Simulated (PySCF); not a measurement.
A species of formula C5H11NOSi has this rotational fingerprint, computed with PBE0/pcSseg-1 in PySCF (dipole) on a GFN2-xTB geometry, gas phase:

| Property | Result |
| --- | --- |
| Rotational constants | A = 2201, B = 1314, C = 935.1 MHz |
| Dipole components | \|μa\| = 0.15 D, \|μb\| = 1.88 D, \|μc\| = 0.41 D |
| Inertial defect | -73.91 u·Å² |
| κ | -0.40 |

Question: Which candidate fits, each taken in the one conformer that was computed?
A. `[H]/[N:4]=[CH:3]/[C@@H:2]([CH3:1])[C:5](=[O:6])[CH2:7][SiH3:8]` with C1–C2–C3–N4 142°, C1–C2–C5–O6 2°, C2–C5–C7–Si8 -110°
B. `[CH2:1]=[N:2][C:3](=[O:4])[CH2:5][CH2:6][SiH2:7][CH3:8]` with C1–N2–C3–O4 93°, N2–C3–C5–C6 -147°, C3–C5–C6–Si7 -46°, C5–C6–Si7–C8 -147°
C. `[CH3:1][C:2]([CH3:3])([CH2:4][C:5]#[N:6])[O:7][SiH3:8]` with C1–C2–C4–C5 60°, C1–C2–O7–Si8 -174°
D. `[CH:1]#[C:2][Si@:3]([CH3:4])([NH2:5])[CH2:6][O:7][CH3:8]` with C2–Si3–N5–H -148° and 72°, C2–Si3–C6–O7 176°, Si3–C6–O7–C8 180°
E. `[CH3:1][NH:2][C:3](=[O:4])[C@H:5]1[CH2:6][CH2:7][SiH2:8]1` with C1–N2–C3–O4 -1°, N2–C3–C5–C6 158°, C3–C5–C6–C7 127°, C5–C6–C7–Si8 -11°, C6–C7–Si8–C5 9°, C3–C5–Si8–C7 -126°
F. `[CH3:1][CH2:2][C@@H:3]1[CH2:4][C:5](=[O:6])[Si@H:7]1[NH2:8]` with C1–C2–C3–C4 -67°, C5–Si7–N8–H -101° and 39°, C2–C3–C4–C5 -137°, C3–C4–C5–O6 -159°, C4–C5–Si7–N8 -120°, C2–C3–Si7–C5 131°

Answer: A. It is [H]/N=C/[C@@H](C)C(=O)C[SiH3], an asymmetric top, point group C1. The candidates at the same level (rigid rotor, commonest isotopes):

```tsv
SMILES	A (MHz)	B (MHz)	C (MHz)	μa (D)	μb (D)	μc (D)	Δ (u·Å²)	point group	rotor
CC(C)(CC#N)O[SiH3]	3226	970.6	902.3	3.05	0.01	0.01	-117.24	C1	near-prolate asymmetric top
CC[C@@H]1CC(=O)[Si@H]1N	2288	1211	860.6	1.07	2.33	0.42	-51.10	C1	asymmetric top
C#C[Si@](C)(N)COC	2524	937.7	877.1	0.71	0.01	0.13	-163.03	C1	near-prolate asymmetric top
[H]/N=C/[C@@H](C)C(=O)C[SiH3]	2201	1314	935.1	0.15	1.88	0.41	-73.91	C1	asymmetric top
C=NC(=O)CC[SiH2]C	5325	782.1	716.2	3.46	2.51	1.51	-35.46	C1	near-prolate asymmetric top
CNC(=O)[C@H]1CC[SiH2]1	3655	1006	906.5	0.08	2.41	2.44	-82.93	C1	near-prolate asymmetric top
```

`CNC(=O)[C@H]1CC[SiH2]1` has A 66 % too high; `CC[C@@H]1CC(=O)[Si@H]1N` has C 8 % too low; `CC(C)(CC#N)O[SiH3]` has A 47 % too high; `C#C[Si@](C)(N)COC` has B 29 % too low; `C=NC(=O)CC[SiH2]C` has A 142 % too high. No structure here is proved a minimum.
